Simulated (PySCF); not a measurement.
## Löwdin shares of the frontier orbitals

Species: C5H3NS.
Bonds: N1–C2 (triple), C2–C3, C3–C4 (aromatic), C4–C5 (aromatic), C5–S6 (aromatic), S6–C7 (aromatic), C3–C7 (aromatic). Hydrogens: H8 on C4; H9 on C5; H10 on C7.

Theory: TDDFT B3LYP/def2-SVPD, vertical, gas phase, core orbitals frozen in the response in PySCF. Isolated species at its PBE0-D3(BJ)/def2-SVP geometry, gas phase.

Kohn–Sham orbitals with the atoms that hold most of them (Löwdin shares over 4%, at most four atoms; ? is withheld):

```csv
orbital,ε (eV),atoms
LUMO+2,-0.34,"S6 60%, C7 8%, C5 8%, N1 6%"
LUMO+1,-0.51,"C4 29%, C5 23%, N1 11%, C2 10%"
LUMO,-1.76,"C7 27%, S6 22%, C3 14%, C5 11%"
HOMO,?,?
HOMO-1,-7.77,?
HOMO-2,-9.42,"N1 47%, C2 37%, C3 5%"
HOMO-3,-10.00,"N1 32%, C2 30%, S6 15%, C3 8%"
```

**Question.** Which atoms hold the HOMO-1, and with what shares?

**Answer.** S6 (bonded to 2 C) 32%; C4 (bonded to 2 C and H) 25%; C5 (bonded to C, S and H) 13%; C3 (bonded to 3 C) 10%. By element: carbon 48% or more, sulfur 32%.

**Question.** Which atoms hold the HOMO, and with what shares?

**Answer.** C7 (bonded to C, S and H) 24%; C5 (bonded to C, S and H) 21%; C3 (bonded to 3 C) 18%; N1 (bonded to C) 11%. By element: carbon 63% or more, nitrogen 11%.

**Question.** What is the HOMO energy, and the HOMO–LUMO gap?

**Answer.** ε(HOMO) = -7.44 eV; the gap is 5.68 eV (0.2088 hartree).

**Question.** The HOMO–LUMO gap is 5.68 eV. Where does the response calculation put the lowest singlet, and from which orbitals?

**Answer.** S1 is at 5.38 eV (f = 0.036), 0.31 eV below the gap, made of HOMO-1→LUMO (71%), HOMO→LUMO (14%), HOMO→LUMO+1 (13%). Its leading pair isn't HOMO and LUMO; the energies of that pair differ by 6.01 eV. Without the coupling terms of the response equations the lowest excitation would equal the gap.

**Question.** Give energy, strength and leading configuration of S1, S2 and S5, and follow the Löwdin shares of the leading atoms from the occupied to the empty orbital.

**Answer.** 
- S1 (5.38 eV, f 0.036), HOMO-1→LUMO (71%): S6 32% → 22%, C4 25% → at most 12%, C7 at most 10% → 27%
- S2 (5.44 eV, f 0.131), HOMO→LUMO (79%): C7 24% → 27%, C5 21% → 11%, S6 at most 11% → 22%
- S5 (6.43 eV, f 0.0007), HOMO-2→LUMO (91%): N1 47% → at most 12%, C2 37% → at most 12%, C7 at most 4% → 27%, S6 at most 4% → 22%

Löwdin shares depend on the basis, the more so with diffuse functions.
